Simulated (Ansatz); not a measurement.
Total energies of `CCC(CC(CC(C)c1ccc(Cl)cc1)c1ccc(Cl)cc1)c1ccc(Cl)cc1` from Ansatz at PBE0-D4/def2-SVP, gas phase (1 Eh = 27.2114 eV = 2625.5 kJ/mol). The reference geometry is relaxed at r2SCAN-D4/def2-SVP.

| state | geometry | energy (Eh) |
| --- | --- | --- |
| charge 0 singlet | reference | -2384.93166 |
| charge 1 doublet | reference | -2384.63874 |
| charge 1 doublet | relaxed at r2SCAN-D4/def2-SVP | -2384.64199 |
| charge -1 doublet | reference | -2384.91631 |
| free C atom (triplet) | – | -37.76066 |
| free Cl atom (doublet) | – | -459.83853 |
| free H atom (doublet) | – | -0.50029 |

Single mean-field runs in def2-SVP are fitted with def2-universal-jkfit.

**Question.** Work out the vertical ionisation energy to the doublet.

**Answer.** E(charge 1 doublet) − E(charge 0 singlet) = -2384.63874 − (-2384.93166) = 0.29292 Eh = 7.97 eV. For comparison, −ε of the highest occupied level is 6.81 eV at this level, 1.16 eV less.

**Question.** Work out the vertical electron affinity, to the doublet.

**Answer.** E(charge 0 singlet) − E(charge -1 doublet) = -2384.93166 − (-2384.91631) = -0.01535 Eh = -0.42 eV; negative, so the extra electron isn't bound. The basis lacks diffuse functions, which makes affinities too small.

**Question.** Give the fundamental gap IE − EA, the Mulliken electronegativity (IE + EA)/2 and the hardness (IE − EA)/2.

**Answer.** From the values in Eh: IE − EA = 0.29292 − (-0.01535) = 0.30827 Eh = 8.39 eV; (IE + EA)/2 = 3.78 eV; (IE − EA)/2 = 4.19 eV. The HOMO–LUMO gap of the same run is 6.12 eV, 2.27 eV smaller than the fundamental gap.

**Question.** How much does the charge 1 doublet relax, and what is the adiabatic ionisation energy?

**Answer.** Relaxation: -2384.63874 − (-2384.64199) = 0.00325 Eh = 0.09 eV. Adiabatic ionisation energy: 0.28967 Eh = 7.88 eV, without zero-point energy. 

**Question.** What is the binding energy per atom against free atoms?

**Answer.** Atoms: 26 × (-37.76066) + 3 × (-459.83853) + 27 × (-0.50029) = -2374.80058 Eh. Binding: -2374.80058 − (-2384.93166) = 10.13108 Eh = 275.68 eV, or 4.92 eV for each of 56 atoms (no zero-point energy, no counterpoise term).

At PBE0-D4/def2-SVP the highest occupied level of the charge -1 doublet lies above zero (up to 1.55 eV). By energy differences it is unbound by 0.42 eV (vertical, to the charge 0 singlet, at PBE0-D4/def2-SVP) and held by the finite basis.
